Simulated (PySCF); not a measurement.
**Working out the ionisation energy of Rh⁺**

Rh⁺ [Kr] 4d8 (3F) → Rh²⁺ [Kr] 4d7 (4F). Calculation: PySCF 2.14, in def2-QZVPPD with the def2 core potential (28 electrons) (7s5p4d4f2g, 88 functions); a scalar-relativistic core potential. Frozen: 4s2 4p6. Energies in hartree (1 hartree = 27.21139 eV):

```tsv
part	Rh⁺ (lower)	Rh²⁺ (upper)
UHF	-109.514678	-108.920915
CCSD correlation	-0.223614	-0.166532
(T)	-0.008270	-0.004113
```

Q: What does Hartree-Fock give?

A: (-108.920915) − (-109.514678) = 0.593763 hartree = 16.157 eV.

Q: What do CCSD and CCSD(T) give?

A: The CCSD correlation energies differ by 0.057082 hartree = 1.553 eV and the triples by 0.004157 hartree = 0.113 eV, so CCSD gives 17.710 eV and CCSD(T) 17.823 eV.

Reference: 18.08 eV (semi-empirical (NIST evaluation); NIST Atomic Spectra Database, ionization energies), between the lowest levels; spin-orbit coupling is absent from the calculation.

What remains against the reference includes basis incompleteness, the frozen core and higher excitations.
